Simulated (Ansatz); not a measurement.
Species: C2H7Si, charge -1, multiplicity 1. It need not be the lowest isomer of its formula. Whether it binds its extra electron was not tested at this geometry. 
Geometry from a B3LYP-D3(BJ)/def2-TZVP (Ansatz, an electronic-structure program) optimisation:
SMILES: C[CH-][SiH3]
```xyz
10

C     -1.6923    -0.5338     0.2343
C     -0.4956     0.3430     0.5203
Si     1.0646     0.1464    -0.2960
H     -2.3363    -0.2397    -0.6245
H     -2.3796    -0.6068     1.0952
H     -1.3808    -1.5659     0.0164
H     -0.7362     1.3505     0.8653
H      1.5742    -1.2815    -0.2690
H      2.1423     1.0005     0.3253
H      1.3398     0.4381    -1.7925
```
Charge -1, spin multiplicity 1.

Total electronic energies in hartree. Correlated levels leave the core frozen unless marked. Spin-orbit coupling is left out. No relativistic terms. Basis-set limits of correlation are two-point, X^-3; Hartree-Fock from the larger set.

```csv
level,program,energy (Eh)
HF/cc-pV(D+d)Z,Ansatz,-368.67019
HF/cc-pwCVTZ,Ansatz,-368.71196
SVWN5/def2-TZVPD,Ansatz,-367.97596
BLYP/def2-TZVPD,Ansatz,-369.85504
PBE0/def2-SVP,Ansatz,[?]
PBE0-D4/def2-TZVP,Ansatz + dftd4,[?]
r2SCANh/def2-TZVPD,Ansatz,-369.82581
r2SCAN0-D4/def2-TZVPD,Ansatz + dftd4,-369.82193
HSE06-D3(BJ)/def2-TZVPD,Ansatz + dftd3,-369.67695
wB97M-V/def2-TZVPD,Ansatz,[?]
B2GP-PLYP-D3(BJ)/def2-TZVPD,Ansatz + dftd3,-369.64703
B2PLYP-D3(BJ)/def2-TZVPD,Ansatz + dftd3,-369.70743
MP2/6-31G*,Ansatz,-368.98533
RI-MP2/aug-cc-pV(Q+d)Z,Ansatz,-369.26848
SCS-MP2/cc-pVTZ,Ansatz,-369.22546
SCS-MP2/cc-pwCVTZ,Ansatz,-369.23633
CCSD/cc-pV(D+d)Z,Ansatz,-369.13268
CCSD/aug-cc-pV(T+d)Z,Ansatz,-369.27439
CCSD/cc-pV(Q+d)Z,Ansatz,-369.29776
CCSD(T)/6-31G,Ansatz,-368.84455
CCSD(T)/cc-pV(D+d)Z,Ansatz,-369.14628
CCSD(T)/cc-pVTZ,Ansatz,-369.27821
"CCSD(T)/CBS(aug-cc-pV(T+d)Z,aug-cc-pV(Q+d)Z)",Ansatz,-369.3442
```

### Question
Complete the blanks.

### Answer

- PBE0/def2-SVP, energy (Eh): -369.48718
- PBE0-D4/def2-TZVP, energy (Eh): -369.68828
- wB97M-V/def2-TZVPD, energy (Eh): -369.83014
